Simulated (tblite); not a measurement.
Species: C6H3ClF3P.
InChI=1S/C6H3ClF3P/c7-5-4(6(8,9)10)2-1-3-11-5/h1-3H

Computed with GFN2-xTB (tblite): harmonic, unscaled wavenumbers at the GFN2-xTB geometry, gas phase. Against measured fundamentals such values can be off by several per cent, at times by over 20.

Harmonic wavenumbers (cm⁻¹): 49.9, 77.0, 147.7, 148.5, 237.6, 251.8, 275.5, 350.4, 363.2, 378.6, 438.1, 491.8, 507.1, 540.6, 624.2, 649.6, 703.4, 767.1, 832.3, 875.7, 904.9, 922.0, 939.5, 1047.5, 1056.1, 1112.9, 1152.1, 1213.8, 1245.1, 1340.2, 1375.5, 1509.7, 1537.4, 3052.5, 3071.0, 3106.1.

A = 1253, B = 752.7, C = 512.2 MHz; mass 197.961 u (most abundant isotopes); point group Cs, symmetry number 1.

**Question.** What is the zero-point energy?

**Answer.** ½Σν̃ = 16648 cm⁻¹ = 47.60 kcal/mol.

**Question.** Give the ideal-gas entropy at 273.15 K and 1 bar in the rigid-rotor, harmonic-oscillator model (classical rotation).

**Answer.** Translation 41.34, rotation 30.62, vibration 25.18: S = 97.1 cal/(mol K).

**Question.** And Cp and H(273.15 K) − H(0)?

**Answer.** Cp = 36.23 cal/(mol K), of which vibrations give 28.28 (their classical limit is 36 R = 71.5); H(273.15 K) − H(0) = 5.97 kcal/mol without the zero-point energy, 3.80 from vibrations.

**Question.** Blend soft modes into free rotors: weight 1/[1 + (100 cm⁻¹/ν̃)⁴] for the oscillator and the rest for a rotor with moment μB/(μ + B), μ = h/(8π²ν), B = 10⁻⁴⁴ kg m². What vibrational entropy results?

**Answer.** 23.47 cal/(mol K) in place of 25.18, which changes −T·S at 273.15 K by +0.47 kcal/mol.

**Question.** What must be added to the electronic energy to get the Gibbs energy at 273.15 K and 1 bar?

**Answer.** ZPE + [H(273.15 K) − H(0)] − T·S = 47.60 + 5.97 − 26.53 = 27.04 kcal/mol.

Hindered rotation and anharmonicity are outside this model.

The values belong to the conformer `[F:1][C:2]([F:3])([F:4])[c:5]1[cH:6][cH:7][cH:8][p:9][c:10]1[Cl:11]`: F1–C2–C5–C6 119°.
